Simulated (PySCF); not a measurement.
dibromo(dichloro)methane (CBr2Cl2), SMILES C(Cl)(Cl)(Br)Br. The structure is a stationary point at ωB97X-D3(BJ)/def2-SVP.

Computed equilibrium geometry at ωB97X-D3(BJ)/def2-SVP (PySCF confirms it by a frequency run) as a Z-matrix, and its point group:
point group C2v.
```
C
Cl 1 1.7608
Cl 1 1.7608 2 109.85
Br 1 1.9287 2 109.45 3 -120.19
Br 1 1.9287 2 109.45 3 120.19
```
Charge 0, spin multiplicity 1.
